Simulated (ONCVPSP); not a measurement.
**Pseudopotential generation for magnesium (Mg): ONCV, PBE, scalar-relativistic.**

| Property | Result |
| --- | --- |
| Element | Mg |
| Generator | ONCVPSP 4.0.1 |
| Type | optimised norm-conserving Vanderbilt (ONCV) |
| Functional | PBE |
| Relativity | scalar-relativistic |
| Frozen core | [He] |
| Valence charge | 10 |
| Reference configuration | 2s2 2p6 3s2 |
| Partial waves | 2s+3s: rc 1.25 bohr, ncon 4, nbas 7, qcut 11 1/bohr, 2 projectors; 2p: rc 0.90 bohr, ncon 4, nbas 8, qcut 19 1/bohr, 2 projectors, debl 3 Ha |
| Local potential | polynomial inside 0.85 bohr (lpopt 5, dvloc0 0 Ha) |
| Core correction | Teter function, fcfact 3.5, rcfact 1.3 |

All-electron outer shells of the reference configuration (PBE, scalar-relativistic, ld1.x):

```tsv
shell	level (eV)	outermost node (bohr)	outermost maximum (bohr)
1s	-1259.65	–	0.09
2s	-79.85	0.18	0.54
2p	-46.61	–	0.48
3s	-4.70	0.90	2.56
```

Calculated quality:

```json
{
 "Cutoffs needed": "110 Ha and 129 Ha (the cutoffs (Ha) at which the residual kinetic energy of the hardest occupied pseudo-wave falls to 1 and 0.1 mHa per electron)",
 "Ghost test": "no bound ghost flagged; no localised positive-energy state flagged",
 "Largest excitation error": "-202 meV (all-electron minus pseudo) for 2s1 2p6 3s2, out of 4 test configurations",
 "rms error of d²Exc/dni dnj": "1.82 mHa without and 2.11 mHa with the model core"
}
```

Generation and tests took about 3.2 s on one core of a shared server CPU.
